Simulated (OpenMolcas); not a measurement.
**Levels of Re⁴⁺ by method**

| Item | Value |
| --- | --- |
| Program | OpenMolcas |
| Basis | ANO-RCC-VTZP [8s7p5d3f2g1h] |
| Scalar Hamiltonian | DKH2, point nucleus |
| Active space | 3 electrons in 10 orbitals (5d 6d) |
| State averaging | 2S+1 = 4 even, 10 roots; 2S+1 = 2 even, 40 roots |
| Spin-orbit coupling | state interaction with AMFI integrals over the reference wave functions, term energies averaged over their components |

Methods on the same reference wave functions:
A. CASSCF
B. SS-CASPT2, IPEA 0.25 Eh, imaginary shift 0.1 Eh (closed shells correlated: 5s 5p)
C. MS-CASPT2, IPEA 0.25 Eh, imaginary shift 0.1 Eh (closed shells correlated: 5s 5p)
D. XMS-CASPT2, IPEA 0.25 Eh, imaginary shift 0.1 Eh (closed shells correlated: 5s 5p)

Energies in cm⁻¹ above 5d³ ⁴F_3/2, the measured ground level; measured values from the list in Brasseur, Gamrath and Quinet, At. Data Nucl. Data Tables 157, 101636 (2024).

```
            Level      A      B      C      D  Measured
       5d³ ⁴F_3/2    0.0    0.0    0.0    0.0       0.0
       5d³ ⁴F_5/2   4607   4940   4950   4870      4853
       5d³ ⁴F_7/2   8904   9130   9140   9090      8973
5d³ ⁴F_9/2 [65 %]  12368  12180  12200  12260     11914
5d³ ⁴P_1/2 [63 %]  16941  14510  14520  14780     14325
       5d³ ²G_7/2  21097  19480  19490  19880     19013
5d³ ²H_9/2 [55 %]  21723  20620  20640  20820     19967
       5d³ ⁴P_5/2  23147  21570  21560  21660     20922
5d³ ²P_1/2 [63 %]  27819  23940  23950  24360     23669
      5d³ ²H_11/2  29647  28150  28170  28390     27077
    5d³ ²D_5/2(1)  32543  29690  29800  30310     28739
5d³ ²G_9/2 [55 %]  32716  31200  31220  31540          
5d³ ²P_3/2 [53 %]  37156  33290  33260  33810          
       5d³ ²F_5/2  40007  35880  35920  36240     34162
       5d³ ²F_7/2  40118  36150  36170  36560     34625
    5d³ ²D_3/2(2)  59747  54560  54670  54450          
    5d³ ²D_5/2(2)  59884  54890  54820  54750     52467
```

Deviations, from unrounded energies. A percentage is the sum of absolute deviations over the sum of measured energies, with the sign that they share, or ± where signs differ.

```json
{"Against measurement": "mean absolute deviation (cm-1)", "Levels": "13", "A": "3000", "B": "800", "C": "820", "D": "1000"}
{"Against measurement": "fine structure of the ground term (%)", "Levels": "3", "A": "±3.0", "B": "+2.0", "C": "+2.1", "D": "+1.9"}
{"Against measurement": "other terms of the ground configuration (%)", "Levels": "10", "A": "+13.8", "B": "+3.6", "C": "+3.7", "D": "+4.6"}
```

B, C lie about equally close to measurement and A furthest from it. The largest miss of B in the table is 5d³ ²D_5/2(2), by +2400 cm-1. The ranking rests on the paired levels alone, and a cruder setting can come out closer through cancelling errors.

Among B to D the level of the table that moves most is 5d³ ²D_5/2(1), by 620 cm-1 (lowest in B, highest in D). Moves below CASPT2's spread within the term are not significant.

The mean deviations of B to D differ by less than CASPT2's widest spread within a term (640 cm-1), so their order carries little weight.

From A to B the spin-free energies of the other terms of 5d³ shown, above ⁴F, scale by factors of 0.70 to 0.89.

The lowest spin-free term lies below A's lowest term by 0.244 hartree in B, 0.244 hartree in C, 0.247 hartree in D.

CASPT2 does not keep the components of a term degenerate, so their means are used; among the terms shown or strongly mixed into the levels shown the widest spread is 640 cm-1 (5d³ ⁴F, D). Active for correlation alone: 6d; no level in the range computed is led by a configuration that fills it, so any true level of that kind is missing. Without dynamic correlation excited terms often stand tens of per cent too high (terms of higher spin than the ground term too low), and those without a measured partner can miss by more than the paired ones (holds for A). The CASPT2 spread within a term exceeds the gap to the next term for 5d³ ²H and 5d³ ²D(1), so the order of their levels is uncertain (holds for C). Measured partners are found by configuration, term and J. A level has none where our copy of the source lacks it or the pairing is in doubt (some pairs that miss far off the trend of their configuration count as doubtful), and it then counts in no deviation. Only configurations of the active space appear. Levels that lie high or do not pair safely by name in every column are left out.

A share in square brackets marks a mixed level and gives the weight of the term that names it, the lowest over the columns. A number in round brackets counts repeated terms of one configuration in the order of the reference energies.
